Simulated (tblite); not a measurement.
Start geometry of `[SiH3]C1([SiH3])[SiH2]C=C1C1CC1` from a force field or distance geometry (Å):
```
atom  x, y, z in Å
Si1   -1.8124    1.7800   -0.7336
C2    -1.1713    0.1012    0.0573
Si3   -1.4853   -1.4487   -1.1158
Si4   -1.7065   -0.1701    1.8752
C5     0.1348    0.0475    1.9204
C6     0.3091    0.1946    0.5737
C7     1.6420    0.4428   -0.1908
C8     2.3541   -0.6384   -0.9589
C9     2.9787   -0.0940    0.2824
H10   -3.2910    1.6872   -0.9485
H11   -1.1563    2.0226   -2.0392
H12   -1.5541    2.9339    0.1637
H13   -0.9546   -2.6953   -0.5233
H14   -0.8582   -1.2238   -2.4476
H15   -2.9606   -1.6058   -1.3113
H16   -2.4503    0.9426    2.5289
H17   -2.1319   -1.5518    2.2383
H18    0.8437    0.0497    2.7373
H19    1.6710    1.4378   -0.6224
H20    1.9696   -1.6538   -0.9123
H21    2.7832   -0.3693   -1.9130
H22    3.8371    0.5567    0.1779
H23    3.0043   -0.7184    1.1716
```

Question: What comes out of this run: GFN2-xTB geometry optimisation, gas phase (tblite 0.8.0)?

Answer: 
```
atom  x, y, z in Å
Si1   -1.540    1.845   -0.540
C2    -1.172    0.065    0.003
Si3   -1.693   -1.209   -1.302
Si4   -1.652   -0.367    1.846
C5     0.213   -0.432    1.744
C6     0.262   -0.115    0.436
C7     1.409    0.041   -0.460
C8     2.620   -0.842   -0.286
C9     2.705    0.602    0.070
H10   -2.989    2.012   -0.680
H11   -0.901    2.164   -1.822
H12   -1.034    2.786    0.465
H13   -1.282   -2.552   -0.879
H14   -1.072   -0.937   -2.604
H15   -3.149   -1.168   -1.458
H16   -2.269    0.711    2.620
H17   -2.375   -1.623    2.042
H18    1.044   -0.636    2.401
H19    1.141    0.306   -1.476
H20    2.592   -1.565    0.515
H21    3.127   -1.190   -1.174
H22    3.271    1.263   -0.569
H23    2.737    0.868    1.116
```

The energy falls by 11.8 kcal/mol over 174 L-BFGS steps, the largest force on an atom goes from 1.75 to 0.008 eV/Å, and the atoms move by 0.791 Å rms after alignment. The bond that changes most is C6–C7 (fully substituted alkene carbon to allylic carbon), which shortens by 0.093 Å. Bonds longer at the end by more than 0.005 Å: 2 of 24; shorter: 16. Among the angles that change most is C2–C6–C7, from 130.9° to 123.9°. Among the dihedrals that turn most is C5–C6–C7–C8, from 104° to 35°. Rotational constants go from 1170, 722.1, 666.7 to 1210, 754.3, 709.2 MHz. The orientation of the end geometry is arbitrary; only internal coordinates are fixed.

On one thread, Arm Neoverse N1 (aarch64) (shared host), this took 3.6 s.

Its GFN2-xTB frequencies are all real (lowest 36 cm⁻¹). The numbers are those of one conformer.

All values are computed, not measured.
